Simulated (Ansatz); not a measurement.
Reaction (redistribution): `OB1SC1F` + `[NH2][SnH3]` → `FC1BS1` + `[NH2][SnH2][OH]`

Computed with Ansatz on PBE0-D4/def2-TZVP structures; ΔE is electronic, products minus reactants. CCSD(T)/CBS adds triple-zeta CCSD(T) − MP2 to the extrapolated MP2 energy (def2 sets, frozen cores). DFT in def2-TZVPP. B3LYP here is the variant with VWN-RPA as its local correlation; programs differ in this. HSE06 is defined as in plane-wave codes. Elements past krypton have def2 core potentials. For Sn outer-core shells are correlated without core-valence functions, which leaves a few kJ/mol of doubt a bond. Each species was taken in one conformer, which may not be the lowest.

`OB1SC1F`:

```xyz
7

O     1.489    0.756    0.801
B     0.626    0.172   -0.037
S     0.431   -0.305   -1.714
C    -0.764   -0.425   -0.293
F    -1.858    0.389   -0.371
H     1.154    0.855    1.696
H    -1.078   -1.443   -0.081
```

`[NH2][SnH3]`:

```xyz
7

N    -0.087   -0.733   -1.052
Sn    0.036    0.574    0.499
H     0.736   -1.316   -1.143
H    -0.885   -1.353   -0.983
H     1.406    1.539    0.189
H    -1.408    1.480    0.462
H     0.200   -0.192    2.027
```

`FC1BS1`:

```xyz
6

F     0.180   -1.426    0.960
C     0.071   -0.116    0.603
B    -0.355    0.249   -0.824
S     1.349    0.495   -0.578
H    -0.046    0.503    1.487
H    -1.200    0.295   -1.647
```

`[NH2][SnH2][OH]`:

```xyz
8

N    -0.569   -0.909   -1.090
Sn   -0.161    0.392    0.386
O     1.481   -0.309    1.209
H    -1.553   -1.092   -1.234
H    -0.140   -0.714   -1.983
H    -1.427    0.287    1.521
H     0.217    1.979   -0.141
H     2.151    0.366    1.333
```

| level | ΔE (kcal/mol) | difference from CCSD(T)/CBS |
| --- | --- | --- |
| LDA (SPW92) | 24.8 | 7.3 |
| HSE06-D4 | 21.9 | 4.4 |
| ωB97X-V | 20.0 | 2.5 |
| PBE-QIDH | 21.1 | 3.6 |
| PBE | 21.0 | 3.5 |
| BLYP | 19.9 | 2.4 |
| PBE0 | 21.8 | 4.3 |
| B3LYP | 20.8 | 3.3 |
| r2SCANh | 21.0 | 3.5 |
| BHLYP | 21.4 | 3.9 |
| LC-ωPBE | 21.1 | 3.6 |
| HF/def2-SVP | 27.7 | 10.2 |
| CCSD/def2-SVP | 26.6 | 9.1 |
| MP2/def2-TZVPP | 19.5 | 2.0 |
| SCS-MP2/def2-QZVPP | 17.7 | 0.2 |
| HF/CBS(def2) | 20.6 | 3.1 |
| CCSD(T)/CBS | 17.5 | 0 |

Q: What do rigid-rotor, harmonic-oscillator terms from PBE0-D4/def2-TZVP frequencies (298.15 K, 1 bar) make of the CCSD(T)/CBS value? (An estimate is asked.)

A: The calculation gave: ΔZPE = -0.3 kcal/mol, ΔH = +17.6 kcal/mol, ΔS = 19 J/(mol·K), ΔG = +16.2 kcal/mol.

Largest T1 diagnostic among the species: 0.016.

At CCSD(T), def2-SVP lies +9.0 kcal/mol from the extrapolated value and def2-TZVPP +2.6 kcal/mol. Leaving LDA and LC-ωPBE aside and taking each functional with its dispersion term where it has one, the values, not all of them listed here, spread over 2.4 kcal/mol, from B2PLYP to B97M-V. LDA lies +3.7 kcal/mol from PBE without D4.
